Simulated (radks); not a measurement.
Results of a calculation; reference values are marked as such.
Problem. Radial electron density D(r) = 4 pi r^2 rho(r) of an atom or ion with 26 electrons. Level of theory: scalar-relativistic Kohn-Sham, exchange-only r2SCAN, spin-polarised, spherical densities, finite nucleus; meta-GGA in the generalised Kohn-Sham scheme; Fermi nuclear charge, rms radius of each element as measured or else 0.836 A^(1/3) + 0.57 fm (a radial shooting solver on a logarithmic mesh with Libxc functionals).

r (bohr)  D(r) (e/bohr)    spin D(r)
0.007999          6.757     0.000382
0.009165          8.307     0.000465
0.01058           10.24     0.000564
0.01222           12.48     0.000674
0.01412           15.01     0.000787
0.01617           17.63     0.000888
0.01868           20.56     0.000973
0.02157           23.52      0.00101
0.02491           26.31     0.000975
0.02854           28.58     0.000829
0.03296           30.37     0.000514
0.03807           31.30  -0.00000483
0.04396           31.25    -0.000744
0.05077           30.23     -0.00165
0.05817           28.60     -0.00250
0.06718           26.61     -0.00296
0.07758           24.97     -0.00212
0.0896            24.34      0.00167
0.1027            25.08       0.0104
0.1186            27.30       0.0296
0.1369            30.46       0.0660
0.1581            33.45        0.129
0.1812            34.94        0.226
0.2092            34.11        0.383
0.2416            30.56        0.614
0.279             25.03        0.936
0.3197            19.45         1.33
0.3692            14.91         1.84
0.4264            12.93         2.40
0.4924            13.43         2.97
0.5642            15.13         3.41
0.6516            16.57         3.68
0.7525            16.45         3.67
0.869             14.53         3.40
1.004             11.46         2.94
1.15              8.347         2.42
1.328             5.540         1.85
1.534             3.562         1.35
1.771             2.362        0.925
2.029             1.720        0.611
2.343             1.319        0.357
2.706             1.037        0.175
3.126            0.7903       0.0556
3.581            0.5721     -0.00894
4.136            0.3682      -0.0371
4.776            0.2095      -0.0381
5.516            0.1033      -0.0269
6.319           0.04568      -0.0152
7.298           0.01612     -0.00658
8.428          0.004648     -0.00223
9.734          0.001073    -0.000590
11.15         0.0002153    -0.000132

What is the nuclear charge?

Solution. Z = 26. The innermost maximum, from 1s, lies near gamma/Z bohr with gamma = sqrt(1 - (Z/c)^2) = 0.982, here 0.0378 bohr (found: 0.0406), and its height grows with Z. The density is that of neutral iron in [Ar] 3d6 4s2; the configuration itself is not fixed sharply by these data, and Z only to about a unit. D(r) has 3 maxima, at r = 0.0406, 0.187, 0.695 bohr, and minima at 0.0889, 0.444 bohr, inside which lie 2.11, 10.68 electrons.
